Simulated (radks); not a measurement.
Species: Pt II. Configuration: [Xe] 4f14 5d9. All-electron calculation, Dirac Kohn-Sham, BLYP, spin-unpolarised, spherical densities, point nucleus; open shells are shared between the two j in proportion to 2j + 1. Program: a radial shooting solver on a logarithmic mesh with Libxc functionals.

Normalised radial functions P(r) = r R(r) (large component), r in bohr:

r,5p1/2,5p3/2
0.0008612,0.0075,0.0010
0.001149,0.0101,0.0017
0.001544,0.0138,0.0030
0.00206,0.0190,0.0051
0.002747,0.0264,0.0087
0.003664,0.0371,0.0145
0.004887,0.0525,0.0240
0.00657,0.0753,0.0396
0.008763,0.1063,0.0629
0.01169,0.1474,0.0969
0.01559,0.1979,0.1430
0.02079,0.2515,0.1989
0.02773,0.2924,0.2535
0.03728,0.2907,0.2824
0.04973,0.2078,0.2447
0.06632,0.0218,0.1058
0.08846,-0.2302,-0.1262
0.118,-0.4121,-0.3480
0.1586,-0.3259,-0.3666
0.2116,0.0822,-0.0557
0.2822,0.5337,0.4076
0.3764,0.5542,0.5773
0.502,-0.0234,0.1677
0.6749,-0.8035,-0.5830
0.9001,-1.1542,-1.0609
1.201,-0.9506,-1.0056
1.601,-0.5134,-0.6223
2.136,-0.1836,-0.2606
2.871,-0.0392,-0.0681
3.83,-0.0048,-0.0108
5.108,-0.0003,-0.0009

5p1/2: eigenvalue -75.134 eV, 3 radial nodes at r = 0.0681, 0.202, 0.498 bohr, <r> = 1.03 bohr, 90 % of the charge inside 1.50 bohr. 5p3/2: eigenvalue -60.175 eV, 3 radial nodes at r = 0.0764, 0.219, 0.538 bohr, <r> = 1.14 bohr, 90 % of the charge inside 1.66 bohr.
